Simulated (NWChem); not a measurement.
Species: PbSi$_{2}$H$_{6}$, singlet; SMILES [Pb]([SiH3])[SiH3]

Low-valent species are run as closed-shell singlets; no triplet was tried in these runs. def2 effective core potentials on Pb; no spin-orbit coupling.

Question: Give the equilibrium geometry at PBE-D3(BJ)/def2-SVP with def2 effective core potentials on Pb (NWChem) as an XYZ file, with the point group.

Answer: point group C2; any orientation.
```
9

Pb     0.0000     0.0000     0.8835
Si    -1.8136     0.2456    -1.1737
H     -2.1076    -1.1705    -1.6248
H     -1.2863     0.9843    -2.3814
H     -3.1386     0.8680    -0.8017
Si     1.8136    -0.2456    -1.1737
H      2.1076     1.1705    -1.6248
H      1.2863    -0.9843    -2.3814
H      3.1386    -0.8680    -0.8017
```
